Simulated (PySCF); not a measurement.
Species: C9H10.
Cartesian coordinates in Å at the GFN2-xTB level; atoms count from 1:
```
atom  x, y, z in Å
C1     0.229   -1.646    2.997
C2    -0.415   -1.600    1.990
C3    -1.183   -1.521    0.762
C4    -0.464   -0.698   -0.279
C5    -0.114   -1.203   -1.453
C6    -0.206    0.711    0.105
C7    -0.646    1.844   -0.826
C8     0.767    1.531   -0.634
C9     2.018    1.769   -0.927
H10    0.788   -1.701    3.883
H11   -1.360   -2.532    0.386
H12   -2.151   -1.057    0.986
H13   -0.326   -2.225   -1.721
H14    0.401   -0.613   -2.191
H15   -0.305    0.899    1.169
H16   -1.109    1.568   -1.763
H17   -1.054    2.741   -0.382
H18    2.301    2.556   -1.609
H19    2.819    1.188   -0.499
```

NICS is the negative of the GIAO shielding at a point without a nucleus: at the ring centre (0) and 1 Å above and below it (1); zz is the component along the ring normal. Level: GIAO PBE0/pcSseg-1 (PySCF, non-relativistic, gas phase) on the GFN2-xTB geometry, one conformer.

Ring bond lengths (Å), with Mayer bond orders in brackets: C6–C7 1.530 (0.92), C7–C8 1.460 (0.94), C8–C6 1.472 (0.89).

Question: Give the NICS values of each ring in ppm.

Answer: 
| ring | type | NICS(0) | NICS(1), two faces | NICS(1)zz, two faces | rms pucker (Å) | centre to ring atoms, mean (Å) |
| --- | --- | --- | --- | --- | --- | --- |
| C6–C7–C8 | 3-membered carbocycle; formal bonds all single | -30.3 | -6.9 / -7.8 | -19.3 / -19.9 | 0.00 | 0.86 |

Question: What do they say, and how far can they be read as aromaticity?

Answer: 
- C6–C7–C8: mean NICS(1)zz -19.6 ppm, shielded. C6, C7 have four or more neighbours, and the NICS criterion for π rings isn't applied. NICS(0) lies 23 ppm below the mean NICS(1).

Question: At the first NICS(1) probe listed for ring C6–C7–C8, 1 Å off the ring, what do the in-plane components average?

Answer: The isotropic value is a third of the trace: (3 × -6.9 − (-19.3))/2 = -0.7 ppm.

Question: List the ring angles and the Hirshfeld charges of the ring atoms.

Answer: 
- C6–C7–C8: C6 58.1° (-0.043 e), C7 58.9° (-0.086 e), C8 62.9° (+0.002 e); sum 180.0° against 180° for a flat convex ring.
